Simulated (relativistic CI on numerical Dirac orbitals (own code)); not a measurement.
**Crystal-field levels of Ho⁴⁺, 4f9**

Calculated by Dirac-Coulomb-Breit CI, orbitals from a KLI potential per configuration, a model potential for QED, valence Slater integrals scaled by 0.85, one configuration in a parametric crystal field (own radial code).

Field parameters in Wybourne normalisation; cubic f-shell fields have B⁴₄ = √(5/14) B⁴₀ and B⁶₄ = −√(7/2) B⁶₀. The field is a parameter set, without covalency.

S and J are read from ⟨S²⟩ = S(S + 1) and ⟨J²⟩ = J(J + 1) of each level; they are not fictitious spins.

Oh, B40 = 2990, B60 = 560 cm⁻¹, the lowest 10 levels:

| E (cm⁻¹) | Degeneracy | Irrep | S | J |
| --- | --- | --- | --- | --- |
| 0.0 | 2 | Γ6 | 2.43 | 7.49 |
| 63.8 | 4 | Γ8 | 2.43 | 7.49 |
| 250 | 2 | Γ7 | 2.43 | 7.49 |
| 623 | 4 | Γ8 | 2.43 | 7.49 |
| 734 | 4 | Γ8 | 2.43 | 7.49 |
| 4494 | 4 | Γ8 | 2.46 | 6.49 |
| 4495 | 2 | Γ7 | 2.46 | 6.50 |
| 4624 | 2 | Γ7 | 2.46 | 6.47 |
| 4663 | 4 | Γ8 | 2.46 | 6.48 |
| 4760 | 2 | Γ6 | 2.46 | 6.50 |

Principal g values of the ground doublet: 6.60, 6.60, 6.60.

C2v, B20 = 480, B22 = 150, B40 = -1170, B42 = -140, B44 = 190, B60 = 300, B62 = -430, B64 = 490, B66 = 690 cm⁻¹, the lowest 16 levels:

```
E (cm⁻¹)  Degeneracy     S     J
     0.0           2  2.43  7.50
    14.1           2  2.43  7.50
    83.0           2  2.43  7.50
     142           2  2.43  7.50
     207           2  2.43  7.50
     235           2  2.43  7.50
     393           2  2.43  7.50
     443           2  2.43  7.50
    4303           2  2.46  6.50
    4311           2  2.46  6.50
    4333           2  2.46  6.50
    4381           2  2.46  6.50
    4457           2  2.46  6.50
    4511           2  2.46  6.50
    4558           2  2.46  6.50
    7011           2  2.44  5.50
```

Principal g values of the ground doublet: 2.56, 6.63, 8.91.

The next free-ion level lies 4216 cm⁻¹ above the lowest; the field splits the ground level into components whose J stays near 15/2 as long as their spread is small against that gap.

Levels of this model without a field, named by their leading LS term: 6H°_15/2 0, 6H°_13/2 4216, 6H°_11/2 6958, 6H°_9/2 9116, 6F°_11/2 9700, 6H°_7/2 10811, 6F°_9/2 10938, 6H°_5/2 12062 cm⁻¹.
